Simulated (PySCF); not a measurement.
C₂H₇NOSi.
Structure used (PBE0-D3(BJ)/def2-SVP), in Å, numbered top down from 1:
```
atom  x, y, z in Å
C1    -1.509   -0.553    0.587
O2    -1.587    0.830    0.319
C3    -0.492    1.433   -0.160
N4     0.632    0.944   -0.410
Si5    1.771   -0.330   -0.479
H6    -0.741   -0.771    1.346
H7    -1.271   -1.124   -0.325
H8    -2.493   -0.855    0.963
H9    -0.731    2.499   -0.316
H10    1.283   -1.690   -0.062
H11    2.916    0.024    0.412
H12    2.260   -0.444   -1.885
```

Jobs on this species (12 atoms, 48 electrons) with PySCF (density fitting). Hardware of each: an Arm Neoverse V1 with one thread, no GPU, on a shared host. Other jobs ran on the host; a repeat could differ by tens of per cent or more. Peak memory is the resident size of the whole Python process, interpreter and libraries included.

```json
{"level and settings": "delta-SCF UKS SCAN, def2-TZVP on the ionised atom, pcseg-1 elsewhere, spin-free X2C", "work": "ΔSCF core ionisation, 6 holes", "basis functions": "128", "SCF cycles": "?", "wall time": "?", "peak memory": "?"}
{"level and settings": "delta-SCF UKS PBE, pcX-2 on the ionised atom, pcseg-1 elsewhere, spin-free X2C", "work": "ΔSCF core ionisation, 6 holes", "basis functions": "151", "SCF cycles": "?", "wall time": "?", "peak memory": "?"}
{"level and settings": "delta-SCF UKS HF, pcX-2 on the ionised atom, pcseg-1 elsewhere, spin-free X2C", "work": "ΔSCF core ionisation, 6 holes", "basis functions": "151", "SCF cycles": "148", "wall time": "30 s", "peak memory": "0.56 GiB"}
{"level and settings": "delta-SCF UKS SCAN, pcX-2 on the ionised atom, pcseg-1 elsewhere, spin-free X2C", "work": "ΔSCF core ionisation, 6 holes", "basis functions": "151", "SCF cycles": "99", "wall time": "35 s", "peak memory": "0.49 GiB"}
{"level and settings": "PBE0-D3(BJ)/def2-SVP, grid level 1", "work": "geometry optimisation from a GFN2-xTB start shaken at random", "basis functions": "109", "SCF cycles": "63", "wall time": "36 s", "peak memory": "0.45 GiB"}
{"level and settings": "delta-SCF UKS SCAN, pcX-2 on the ionised atom, pcseg-1 elsewhere, non-relativistic", "work": "ΔSCF core ionisation, 6 holes", "basis functions": "151", "SCF cycles": "98", "wall time": "33 s", "peak memory": "0.56 GiB"}
{"level and settings": "delta-SCF UKS PBE0, pcX-2 on the ionised atom, pcseg-1 elsewhere, spin-free X2C", "work": "ΔSCF core ionisation, 6 holes", "basis functions": "151", "SCF cycles": "89", "wall time": "35 s", "peak memory": "0.56 GiB"}
{"level and settings": "delta-SCF UKS B3LYP, pcX-2 on the ionised atom, pcseg-1 elsewhere, spin-free X2C", "work": "ΔSCF core ionisation, 6 holes", "basis functions": "151", "SCF cycles": "90", "wall time": "37 s", "peak memory": "0.56 GiB"}
{"level and settings": "delta-SCF UKS SCAN, pcX-1 on the ionised atom, pcseg-1 elsewhere, spin-free X2C", "work": "ΔSCF core ionisation, 6 holes", "basis functions": "131", "SCF cycles": "99", "wall time": "27 s", "peak memory": "0.56 GiB"}
```

Fill in the missing figures.

- delta-SCF UKS SCAN, def2-TZVP on the ionised atom, pcseg-1 elsewhere, spin-free X2C; ΔSCF core ionisation, 6 holes: 31 s, 0.56 GiB, 97 SCF cycles
- delta-SCF UKS PBE, pcX-2 on the ionised atom, pcseg-1 elsewhere, spin-free X2C; ΔSCF core ionisation, 6 holes: 19 s, 0.56 GiB, 97 SCF cycles

What do all jobs in the table cost together?

About 4.7 min; the longest takes about 13 % of that, and about 1.9 times as long as the shortest.
